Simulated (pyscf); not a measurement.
Optimised with ωB97X-D3(BJ)/def2-SVP in PySCF.

Task: What is the homolytic dissociation enthalpy (298 K, ωB97M-D3(BJ)/def2-TZVP) of the O–W bond of F–W(F)(F)(F)(F)–O–SiH₃, to [F–W(F)(F)(F)–F]• + •O–SiH₃?

Result: O–W to [F–W(F)(F)(F)–F]• + •O–SiH₃: 100.7 kcal/mol. The 7 functionals that were run give +100.7 (ωB97M-D3(BJ)) to +109.7 kcal/mol (r²SCAN). The radicals are drawn with the spin at the cut bond; how far it spreads was not checked. •O–SiH₃ lies 24.9 kcal/mol over its isomer HO–SiH₂•, and others may lie lower still (electronic energy, ωB97M-D3(BJ)). Open-shell species with a d-block atom are single-reference here; other states, and whether the spin sits on metal or ligand, were not checked. Elements past Kr carry the def2 core potentials, without spin-orbit coupling.
